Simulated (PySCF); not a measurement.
Species: C7H9OPSi.
SMILES: `c1c(c(c(C)pc1)[SiH3])C=O`

Level of theory: TDDFT CAM-B3LYP/def2-SVPD, vertical, gas phase, core orbitals frozen in the response in PySCF 2.14.0, density-fitted response routines. The structure is a single PBE0-D3(BJ)/def2-SVP conformer in the gas phase; no vibrational or solvent corrections. Torsions of this conformer, `[CH3:1][c:2]1[p:3][cH:4][cH:5][c:6]([CH:7]=[O:8])[c:9]1[SiH3:10]`: C5–C6–C7–O8 4°.

Broadening: Gaussians 0.5 eV wide at half height, area fixed by f = 4.319×10⁻⁹ ∫ε dν̃. The width is an assumption, not a result. The curve ends short of the highest state used, and states not computed would add to its high-energy end.

(E (eV), ε (L mol⁻¹ cm⁻¹)): (2.94, 0), (3.04, 0), (3.14, 0), (3.24, 1), (3.34, 2), (3.44, 5), (3.54, 18), (3.64, 67), (3.74, 229), (3.84, 661), (3.94, 1582), (4.05, 3342), (4.15, 5534), (4.25, 7897), (4.35, 9830), (4.45, 10671), (4.55, 9983), (4.65, 7909), (4.75, 5239), (4.85, 2967), (4.95, 1790), (5.05, 2054), (5.15, 3942), (5.25, 7336), (5.35, 11336), (5.45, 14304), (5.55, 15011), (5.66, 13918), (5.76, 13694), (5.86, 16049)

(1) Where are the band maxima, and which computed states make them?

(2) On this curve, what absorbance would a 10⁻⁵ mol/L sample give at 266 nm over a 1 cm path?

Results:

(1) 278 nm (4.46 eV), ε about 11000, made up of S2 (26%), S3 (17%) and S4 (56%); 224 nm (5.53 eV), ε about 15000, made up of S7 (85%) (ε in L mol⁻¹ cm⁻¹; maxima over ε = 5, shares over 10%). At its high-energy end, 5.86 eV, the curve is still rising (ε about 16000, from S7 and S9). The states used: S1 3.69 eV (f 0.0001); S2 4.26 eV (f 0.080); S3 4.47 eV (f 0.035); S4 4.55 eV (f 0.121); S5 5.40 eV (f 0.026); S6 5.43 eV (f 0.0091); S7 5.51 eV (f 0.238); S8 6.02 eV (f 0.0051); S9 6.09 eV (f 0.417); S10 6.46 eV (f 0.0054).

(2) 266 nm is 4.661 eV, where ε is about 7600 L mol⁻¹ cm⁻¹, so A = ε c l ≈ 0.076 (Beer–Lambert, with the gas-phase spectrum and the assumed width).

The vertical ionisation energy (ΔSCF) is 9.05 eV, 2.59 eV above S10.
